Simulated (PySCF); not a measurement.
In(OH)2(OSiH3) (H5InO3Si), SMILES [OH][In]([OH])[O][SiH3].

Geometry optimised at PBE0-D3(BJ)/def2-SVP. The def2 effective core potentials stand for the cores of In; spin–orbit coupling is left out. The values are those of a single conformer.

Method: PBE0-D3(BJ)/def2-SVP run with PySCF.

Frequencies are harmonic and unscaled.

```tsv
mode	ν (cm⁻¹)	IR (km/mol)	moving atoms (share of kinetic energy)
1	31	0.8	H 73 %, O 22 %
2	50	3.9	O 51 %, H 40 %
3	61	0.1	O 50 %, Si 28 %, H 13 %, In 8 %
4	119	35.5	O 77 %, H 10 %, In 10 %
5	144	45.8	O 67 %, In 30 %
6	149	10.2	O 52 %, Si 22 %, In 16 %, H 9 %
7	165	1.4	H 94 %
8	259	173.3	H 91 %, O 9 %
9	459	12.7	O 50 %, Si 26 %, In 14 %, H 10 %
10	600	42.5	O 91 %
11	631	86.7	O 81 %, In 18 %
12	726	59.3	H 83 %, Si 9 %
13	731	55.0	H 80 %, O 10 %, Si 10 %
14	796	150.5	H 94 %
15	840	12.8	H 92 %
16	947	83.8	H 96 %
17	952	78.4	H 96 %
18	994	616.5	O 65 %, Si 28 %
19	1003	107.0	H 87 %, O 11 %
20	2204	175.9	H 96 %
21	2209	113.1	H 98 %
22	2235	144.6	H 97 %
23	3893	32.9	H 94 %
24	3895	98.1	H 94 %
```
